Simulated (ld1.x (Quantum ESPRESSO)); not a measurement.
**Which change was made? (F, TM)**

ld1.x (Quantum ESPRESSO) 7.5 input, shortened:

```
&input
   title='F', zed=9., rel=1, dft='PBE', iswitch=3,
   config='[He] 2s2 2p4.5'
 /
 &inputp
   pseudotype=2, tm=.true., lloc=0,
   nlcc=.false.
 /
2
2P  2  1   4.50   0.00  1.50  1.50  0.0
2S  1  0   2.00   0.00  0.70  0.70  0.0
 &test
   configts(1)='2s2 2p4.5'
 /
```

Cutoffs, loose and tight: the cutoffs (Ry, on a coarse ladder) from which the occupation-weighted sum of valence levels, in a spherical-Bessel basis at the reference potential, stays within 10 and 1 mRy of its value at 400 Ry. They do not see the model core or the augmentation charge, which bear on the density cutoff. Test errors are all-electron minus pseudo excitation energies from the reference, over the configurations 2s2 2p5; 2s2 2p4; 2s2 2p3; 2s1 2p5; 2s2 2p5.3; 2s2 2p1; 2s1 2p6; variants that change the core or the reference have their own tests.

The base gives: outcome: generated; cutoff, loose: 140 Ry; cutoff, tight: 260 Ry; bound ghosts: none; largest test error (meV): +2642.

(1) After one change the result is: outcome: generated; cutoff, loose: 70 Ry; cutoff, tight: 140 Ry; bound ghosts: none; largest test error (meV): +2910. Which change was it?
A. wave 2s (bound): rc 0.70 bohr becomes 2s (bound): rc 0.56 bohr
B. wave 2s (bound): rc 0.70 bohr becomes 2s (bound): rc 1.04 bohr
C. wave 2s (bound): rc 0.70 bohr becomes 2s (bound): rc 0.86 bohr

## Answers

(1) B. The others give: wave 2s (bound): rc 0.70 bohr becomes 2s (bound): rc 0.86 bohr → outcome: generated; cutoff, loose: 100 Ry; cutoff, tight: 200 Ry; bound ghosts: none; largest test error (meV): +2732 | wave 2s (bound): rc 0.70 bohr becomes 2s (bound): rc 0.56 bohr → outcome: generated; cutoff, loose: 200 Ry; cutoff, tight: 300 Ry; bound ghosts: none; largest test error (meV): +2665.
